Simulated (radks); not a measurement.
Task: Radial electron density D(r) = 4 pi r^2 rho(r) of an atom or ion with 10 electrons. Calculated with a radial shooting solver on a logarithmic mesh with Libxc functionals: scalar-relativistic Kohn-Sham, PBEsol, spin-polarised, spherical densities, finite nucleus; Fermi nuclear charge, rms radius of each element as measured or else 0.836 A^(1/3) + 0.57 fm.

r (bohr)  D(r) (e/bohr)
0.005839          1.620
0.006531          1.970
0.007306          2.389
0.008171          2.885
0.009213          3.518
0.01031           4.213
0.01153           5.021
0.01289           5.952
0.01442           7.013
0.01613           8.206
0.01804           9.531
0.02034           11.08
0.02275           12.63
0.02545           14.25
0.02846           15.88
0.03184           17.48
0.03561           18.96
0.03983           20.24
0.04491           21.29
0.05023           21.90
0.05618           22.07
0.06284           21.79
0.07029           21.06
0.07862           19.98
0.08794           18.68
0.09915           17.26
0.1109            16.15
0.124             15.46
0.1387            15.35
0.1552            15.89
0.1736            17.01
0.1942            18.51
0.2189            20.18
0.2448            21.38
0.2739            21.88
0.3063            21.41
0.3426            19.90
0.3832            17.45
0.4286            14.36
0.4833            10.78
0.5406            7.611
0.6046            4.935
0.6763            2.913
0.7564            1.550
0.8461           0.7361
0.9464           0.3077
1.067            0.1031
1.193           0.03149
1.335          0.008036
1.493          0.001680
1.67          0.0002816

What is the nuclear charge?

Result: Z = 19. The innermost maximum, from 1s, lies near gamma/Z bohr with gamma = sqrt(1 - (Z/c)^2) = 0.990, here 0.0521 bohr (found: 0.0553), and its height grows with Z. The density is that of the potassium ion K9+ in [Ne]; the configuration itself is not fixed sharply by these data, and Z only to about a unit. D(r) has 2 maxima, at r = 0.0553, 0.276 bohr, and minima at 0.133 bohr, inside which lie 2.17 electrons.
